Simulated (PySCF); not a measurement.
SMILES c1cc(C=C)sc1O at its GFN2-xTB optimised geometry (Å):

```
14

C     -2.3037    -2.0774     0.0075
C     -0.9750    -2.1374     0.0000
C     -0.0938    -1.0047     0.0000
C      1.2730    -1.0047     0.0000
C      1.8548     0.2784     0.0000
C      0.9207     1.2693    -0.0005
O      1.1671     2.5937    -0.0014
S     -0.6987     0.6366    -0.0005
H     -2.9111    -2.9647     0.0076
H     -2.8226    -1.1326     0.0150
H     -0.4686    -3.0946    -0.0063
H      1.8516    -1.9114     0.0003
H      2.9111     0.4706    -0.0001
H      0.3436     3.0946    -0.0024
```

Calculation: B3LYP/def2-TZVP in PySCF.

Map of the electron localisation function on the plane z = 1.5 Å:

```
|                           |
|                           |
|                           |
|                           |
|                           |
|               .::.        |
|               :==:        |
|               .-:         |
|         .:.               |
|        :+**:              |
|        =%@@*:.:::.        |
|        =%@@%-..=+-:.      |
|        :#@@#:  :==:.      |
|         :++-   .--:.      |
|           ...  .::.       |
|            .:---:.        |
|      .::.  :-==-:.        |
|      :=++-...::::.        |
|     .:+##+:.   ...        |
|     .:=+*+:.              |
|     ..::-:..              |
|      ..                   |
|                           |
|                           |
|                           |
|                           |
|                           |
```
Scale: ten equal steps from 0.000 (start of ' ') to 0.842 (end of '@'), in the order ' .:-=+*#%@'; x runs from -5.50 to 5.50, y from -5.50 (bottom) to 5.50 (top).
